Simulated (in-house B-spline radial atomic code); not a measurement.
Checks on a self-consistent run for Te IX (Te8+), [Kr] (4d3/2)3 (4d5/2)5. Method: Dirac-Hartree-Fock, average of the jj configuration, Fermi nucleus of rms radius 4.7423 fm. Calculated with a radial B-spline atomic code at the basis-set limit.

| orbital | q | ε (Eh) | <1/r> | <r²> | small-component weight |
| --- | --- | --- | --- | --- | --- |
| 1s1/2 | 2 | -1180.65575 | 55.5738 | 0.00104767 | 0.036624 |
| 2s1/2 | 2 | -188.56937 | 12.9657 | 0.0168356 | 0.0078322 |
| 2p1/2 | 2 | -176.47241 | 12.9093 | 0.0125257 | 0.0078173 |
| 2p3/2 | 4 | -166.34814 | 11.9526 | 0.0138097 | 0.0074393 |
| 3s1/2 | 2 | -42.75467 | 4.62995 | 0.117143 | 0.0023205 |
| 3p1/2 | 2 | -37.74392 | 4.53025 | 0.112259 | 0.0022541 |
| 3p3/2 | 4 | -35.80197 | 4.29864 | 0.120175 | 0.0021553 |
| 3d3/2 | 4 | -27.06232 | 4.13395 | 0.102102 | 0.0020203 |
| 3d5/2 | 6 | -26.67002 | 4.07462 | 0.104398 | 0.0019911 |
| 4s1/2 | 2 | -11.49040 | 1.84208 | 0.64232 | 0.0006432 |
| 4p1/2 | 2 | -9.63021 | 1.74105 | 0.700694 | 0.00058991 |
| 4p3/2 | 4 | -9.26678 | 1.67406 | 0.742785 | 0.00056442 |
| 4d3/2 | 3 | -6.29988 | 1.4648 | 0.924772 | 0.0004521 |
| 4d5/2 | 5 | -6.23963 | 1.44708 | 0.942919 | 0.00044441 |

Electron-electron repulsion V_ee = 2317.2757 hartree.

(1) What total energy follows from the eigenvalues?

(2) Does the Dirac virial theorem hold?

(3) What diamagnetic shielding (Lamb formula) and susceptibility (Langevin formula) do the radii give?

Answers

(1) The eigenvalues count the repulsion twice, so E = Σqε - V_ee = -4458.668 - 2317.276 = -6775.944 hartree; the run printed -6775.944.

(2) For a point nucleus E = -2c²Σq·w, with w the small-component weight. Here Σq·w = 0.1804 and c = 137.0360, so the ratio E/(-2c²Σq·w) is 1.000057; the finite nucleus accounts for the departure from 1.

(3) σ = (α²/3)Σq<1/r> = 312.699/(3·137.036²) = 5550.5 ppm, and χ = -0.79199×10⁻⁶·Σq<r²> = -12.07×10⁻⁶ cm³/mol with Σq<r²> = 15.236 bohr². Both are non-relativistic formulas without the paramagnetism of open shells; for so heavy an element the full relativistic shielding is larger by tens of per cent.
